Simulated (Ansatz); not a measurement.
Reaction (atomization): `[SiH3]BN[SiH3]` → B• + 8 H• + N• + 2 Si•

Calculated with Ansatz (gas phase, PBE0-D4/def2-TZVP geometries, no zero-point term in ΔE). CBS: MP2 limit from def2 TZ/QZ plus the TZ coupled-cluster correction, frozen cores. This one scheme is used for every species, atoms too. DFT in def2-TZVPP. B3LYP here is the variant with VWN-RPA as its local correlation; programs differ in this. Open shells (•) are unrestricted, without spin–orbit coupling. Spin–orbit coupling would lower the free atoms: a little for B, Si. Each species was taken in one conformer, which may not be the lowest.

```json
{"level": "PBE-D4", "ΔE (kcal/mol)": "925.9", "difference from CCSD(T)/CBS": "-0.6"}
{"level": "r2SCAN-D4", "ΔE (kcal/mol)": "926.4", "difference from CCSD(T)/CBS": "-0.1"}
{"level": "PBE0-D4", "ΔE (kcal/mol)": "920.0", "difference from CCSD(T)/CBS": "-6.5"}
{"level": "B3LYP-D4", "ΔE (kcal/mol)": "932.2", "difference from CCSD(T)/CBS": "5.7"}
{"level": "ωB97X-V", "ΔE (kcal/mol)": "935.1", "difference from CCSD(T)/CBS": "8.6"}
{"level": "ωB97M-V", "ΔE (kcal/mol)": "931.0", "difference from CCSD(T)/CBS": "4.5"}
{"level": "B2PLYP", "ΔE (kcal/mol)": "917.9", "difference from CCSD(T)/CBS": "-8.6"}
{"level": "PBE", "ΔE (kcal/mol)": "919.8", "difference from CCSD(T)/CBS": "-6.7"}
{"level": "r2SCAN", "ΔE (kcal/mol)": "924.9", "difference from CCSD(T)/CBS": "-1.6"}
{"level": "PBE0", "ΔE (kcal/mol)": "914.9", "difference from CCSD(T)/CBS": "-11.6"}
{"level": "B3LYP", "ΔE (kcal/mol)": "922.5", "difference from CCSD(T)/CBS": "-4.0"}
{"level": "HF/def2-TZVPP", "ΔE (kcal/mol)": "701.4", "difference from CCSD(T)/CBS": "-225.1"}
{"level": "MP2/def2-TZVPP", "ΔE (kcal/mol)": "901.6", "difference from CCSD(T)/CBS": "-24.9"}
{"level": "SCS-MP2/def2-TZVPP", "ΔE (kcal/mol)": "911.9", "difference from CCSD(T)/CBS": "-14.6"}
{"level": "CCSD/def2-TZVPP", "ΔE (kcal/mol)": "894.1", "difference from CCSD(T)/CBS": "-32.4"}
{"level": "CCSD(T)/def2-TZVPP", "ΔE (kcal/mol)": "903.1", "difference from CCSD(T)/CBS": "-23.4"}
{"level": "HF/def2-QZVPP", "ΔE (kcal/mol)": "703.1", "difference from CCSD(T)/CBS": "-223.4"}
{"level": "MP2/def2-QZVPP", "ΔE (kcal/mol)": "915.6", "difference from CCSD(T)/CBS": "-10.9"}
{"level": "SCS-MP2/def2-QZVPP", "ΔE (kcal/mol)": "928.0", "difference from CCSD(T)/CBS": "1.5"}
{"level": "HF/CBS(def2)", "ΔE (kcal/mol)": "703.4", "difference from CCSD(T)/CBS": "-223.1"}
{"level": "MP2/CBS(def2)", "ΔE (kcal/mol)": "925.0", "difference from CCSD(T)/CBS": "-1.5"}
{"level": "CCSD/CBS(def2)", "ΔE (kcal/mol)": "917.5", "difference from CCSD(T)/CBS": "-9.0"}
{"level": "CCSD(T)/CBS", "ΔE (kcal/mol)": "926.5", "difference from CCSD(T)/CBS": "0"}
```

Largest T1 diagnostic among the species: 0.014.

In def2-TZVPP, CCSD(T) changes the Hartree–Fock value by +201.7 kcal/mol (the triples alone add +9.0 kcal/mol) and MP2 by +200.2 kcal/mol; breaking electron pairs costs correlation energy, which Hartree–Fock lacks. From PBE to PBE0 (25 % exact exchange), in def2-TZVPP and without D4, ΔE moves by −4.9 kcal/mol: exact exchange takes away binding that semilocal exchange gives to molecules.

For atomizations the MP2-based limit and the directly extrapolated one differ by several kJ/mol either way, and by 10 to 25 for some Ge, Se and Sn compounds, so smaller differences from it don't rank the levels.
